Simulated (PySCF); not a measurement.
How the method changes the constants of BeZn

State: ¹Σ⁺ (singlet), closed shell. Set-up: Be x2c-SVPall, Zn x2c-SVPall; spin-free X2C with a Gaussian nucleus (PySCF 2.14). De refers to Be + Zn in their ground configurations, without counterpoise correction. A positive dipole means Be(−)Zn(+). Levels whose curve was spin-contaminated or gave no clean fit are not listed.

| Level | Re (Å) | ωe (cm⁻¹) | De (eV) | μ (D) |
| --- | --- | --- | --- | --- |
| LDA | 2.639 | 212 | 0.335 | 0.43 |
| PBE | 2.764 | 174 | 0.188 | 0.54 |
| PW91 | 2.759 | 174 | 0.198 | 0.51 |
| r²SCAN | 2.739 | 182 | 0.174 | 0.46 |
| B3LYP | 3.076 | 87.0 | 0.028 | 0.33 |
| PBE0 | 2.878 | 144 | 0.126 | 0.48 |

The bond length runs from 2.639 Å (LDA) to 3.076 Å (B3LYP). De spans 0.03 eV (B3LYP, global hybrid GGA) to 0.33 eV (LDA, local density).

Closed-shell solutions of metal pairs were not tested for spin polarisation, which can lower them a little. The bond is weak. Basis-set superposition, not corrected here, can be much of De in a small basis, most of all at correlated wavefunction levels. Functionals without a dispersion term scatter widely for such bonds, and LDA overbinds them.
